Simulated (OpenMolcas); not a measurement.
# C2HClFIn (SMILES C#[C][In]([F])[Cl]): the vertical energy of the triplet above the singlet from total energies

C2HClFIn: 6 atoms, total charge 0, spin state singlet. SMILES: `C#[C][In]([F])[Cl]`. Geometry: relaxed at PBE0-D4/def2-TZVP.

Both states at this one shape; open shells run unrestricted unless said. 1 Eh = 27.2114 eV.

```
                           level     program  singlet C2HClFIn (Eh)  triplet C2HClFIn (Eh)
   PBE/def2-SVP (core potential)  OpenMolcas            -826.320137            -826.141638
 M06-L/def2-SVP (core potential)  OpenMolcas            -826.833790            -826.654721
r2SCAN/def2-SVP (core potential)  OpenMolcas            -826.655552            -826.482148
```

Problem. Work out the vertical gap, second state less first, at each level.

Solution. 
1. PBE/def2-SVP (core potential): -826.141638 − (-826.320137) = 0.178499 Eh = 4.86 eV.
2. M06-L/def2-SVP (core potential): -826.654721 − (-826.833790) = 0.179069 Eh = 4.87 eV.
3. r2SCAN/def2-SVP (core potential): -826.482148 − (-826.655552) = 0.173404 Eh = 4.72 eV.

No measured value is set beside it here; the levels span 4.72 to 4.87 eV. Spin-orbit coupling, which splits open shells on such heavy atoms by tenths of an eV, is left out.
